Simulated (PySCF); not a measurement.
Computed IR spectrum (relative IR intensity) of a molecule C₃H₉GeN. Geometry optimised at PBE-D3(BJ)/def2-SVP. Other conformers were not sampled. Computed with PBE-D3(BJ)/def2-SVP (PySCF). Frequencies are harmonic and unscaled.

ν (cm⁻¹): 214 (vw), 393 (w), 538 (s), 588 (m), 610 (m), 753 (m), 780 (vw), 809 (m), 825 (s), 967 (vw), 1062 (w), 1080 (vw), 1119 (w), 1123 (vw), 1177 (vw), 1201 (vw), 1345 (w), 1384 (w), 1441 (vw), 2057 (vs), 2866 (s), 2876 (s), 2983 (vw), 3003 (m), 3094 (vw), 3407 (vw) (against the strongest line: vs over 80 %, s over 45 %, m over 15 %, w over 4 %, vw less)

### Question
Pick the molecule that these values belong to.
A. N[C]1([GeH3])CC1
B. C=C[N](C)[GeH3]
C. C=C[CH2][GeH2][NH2]
D. [CH3][GeH]1[CH2]N[CH2]1

### Answer
D, [CH3][GeH]1[CH2]N[CH2]1
